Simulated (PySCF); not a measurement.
Ga2 (SMILES [Ga][Ga]), triplet, at a GFN2-xTB geometry (such geometries of metal compounds can be far from the true shape). Base run: PySCF with HF/6-31G**.

Here is a job for PySCF.
```python
from pyscf import gto, scf

mol = gto.M(
    atom='''
Ga   -0.00000000   -0.00000000   -1.36141857
Ga    0.00000000    0.00000000    1.36141857
''',
    basis='6-31g**',
    spin=2,
    verbose=4,
    symmetry=True,
)

mf = scf.UHF(mol)
mf.kernel()
mf.analyze()
```

Variants of this job, named by their change:

| change | ΔE vs base (mEh) | point group used | SCF cycles |
|---|---|---|---|
| base | 0.000 | Dooh | 10 |
| symmetry_subgroup = D2h | 0.000 | D2h | 10 |
| symmetry = off | 0.000 | C1 | 10 |
| symmetry_subgroup = C2v | 0.000 | C2v | 10 |

Open shells are given as the SCF converged; they aren't shown to be the lowest states, and a large step between rows can be another state.
